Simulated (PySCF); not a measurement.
Molecule: SMILES O1C(C)OCOC1, C4H8O3.

Cartesian coordinates in Å; atom numbers follow the order of the lines, from 1:
```xyz
15

C     2.0901   -0.5212    0.0218
C     0.6427   -0.1637   -0.2529
O    -0.1901   -1.1415    0.3252
C    -1.5343   -0.7929    0.1858
O    -1.8137    0.4647    0.7314
C    -0.9799    1.4271    0.1517
O     0.3712    1.1069    0.2913
H     2.3047   -1.4983   -0.3984
H     2.2456   -0.5457    1.0957
H     2.7359    0.2296   -0.4216
H     0.4340   -0.1282   -1.3476
H    -2.1216   -1.5279    0.7373
H    -1.8107   -0.7977   -0.8913
H    -1.2286    1.5292   -0.9270
H    -1.1497    2.3677    0.6768
```

Frames of a GFN2-xTB Langevin trajectory at 600 K; GIAO PBE0/pcSseg-1 shieldings in PySCF, gas phase, non-relativistic; equivalent atoms averaged within each frame.

Referencing at the same level of theory: TMS for 13C (σref 186.93), 1H (σref 31.72); 17O (σref 336.08) vs H2O. The references are static minima.

**Question.** How do the shifts (ppm) fluctuate along the trajectory?

**Answer.** 
```
         time (fs)  C4/C6     C2    C1  O3/O7     O5  H13/H14  H12/H15   H11  H8/H9/H10
optimised geometry   96.2  102.7  23.6  121.6  100.5     5.15     5.39  4.92       1.39
               250  101.3   99.3  37.5  124.9  105.8     5.96     5.82  4.44       2.20
               425   92.9   94.1  31.4  116.8   86.4     5.84     5.83  5.39       2.14
               625   94.8  110.3  18.4  120.2   85.3     6.41     6.29  6.88       1.00
               800  104.3  104.1  30.4  133.7  106.7     6.90     6.20  4.87       2.53
              1000   98.9   99.3  32.3  134.2   98.4     4.67     5.61  5.90       2.26
    mean of frames   98.4  101.4  30.0  126.0   96.5     5.96     5.95  5.49       2.03
standard deviation    4.7    6.1   7.0    7.8   10.3     0.83     0.28  0.95       0.59
```

5 frames give an uncertainty of the mean of about the standard deviation over 2.2 at best, since frames this close in time may not be independent; classical motion lacks zero-point vibration, and the reference would need the same averaging.
